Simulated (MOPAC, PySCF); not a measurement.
C₂H₇B, SMILES `CBC`, neutral singlet in the gas phase. 

Z-matrix (Å, degrees):
```
B
H 1 1.2042
C 1 1.5576 2 118.37
H 3 1.0929 1 115.15 2 -164.35
H 3 1.0931 4 109.89 1 -130.50
H 3 1.1025 4 106.57 5 -113.09
C 1 1.5577 2 118.37 3 -179.99
H 7 1.0929 1 115.15 2 -164.45
H 7 1.0931 8 109.89 1 -130.49
H 7 1.1025 8 106.58 9 -113.08
```
Charge 0, spin multiplicity 1.

All levels are single points at this geometry (r2SCAN-D4/def2-TZVP); Pople sets use spherical d functions. Orbital energies aren't observables, and empty levels follow the basis.

```
level                          HOMO (eV)  LUMO (eV)  gap (eV)  dipole (D)  vertical IE, Delta-SCF (eV)
-----------------------------  ---------  ---------  --------  ----------  ---------------------------
PBE-D3(BJ)/def2-TZVP in PySCF      -7.24      -1.61      5.63        0.48                        10.70
r2SCAN-D4/def2-TZVP in PySCF       -7.55      -1.17      6.38        0.47                        10.83
B3LYP/6-31G* in PySCF              -8.25      -0.40      7.85        0.45                        10.97
BP86/6-31G* in PySCF               -7.11      -1.32      5.80        0.51                            –
M06-2X/6-31G* in PySCF             -9.83       0.73     10.56        0.40                            –
SVWN5/6-31G* in PySCF              -6.96      -1.46      5.50        0.54                            –
HF/6-31G* in PySCF                -12.09       3.69     15.78        0.33                        10.94
HF/STO-3G in PySCF                -11.04       7.33     18.37        0.23                            –
PM7 in MOPAC                      -10.90      -0.16     10.75        0.13                            –
```
